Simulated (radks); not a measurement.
Problem. Pr+, 58 electrons, occupied as [Xe] 4f3 7d1 (not the ground configuration). Calculated with a radial shooting solver on a logarithmic mesh with Libxc functionals: Dirac Kohn-Sham, BLYP, spin-unpolarised, spherical densities, finite nucleus; open shells are shared between the two j in proportion to 2j + 1; Fermi nuclear charge, rms radius 4.8919 fm.

Spin-orbit splittings of the eigenvalues, e(l+1/2) - e(l-1/2), with zeta = 2 splitting/(2l+1) and mean radii in bohr:

shell  occ.  splitting (eV)  zeta (eV)  <r> j=l-1/2  <r> j=l+1/2
2p        6           482.4      321.6      0.08604      0.09235
3p        6           95.56      63.71       0.2617       0.2740
3d       10           20.60      8.240       0.2452       0.2491
4p        6               ?          ?       0.6403       0.6683
4d       10           3.610      1.444       0.7219       0.7319
4f        3          0.3464    0.09896        1.145        1.163
5p        6           2.824      1.883        1.697        1.784
7d        1         0.01581   0.006323        13.31        13.30

Estimate the 4p splitting.

Solution. 20.59 eV (zeta = 13.73 eV).
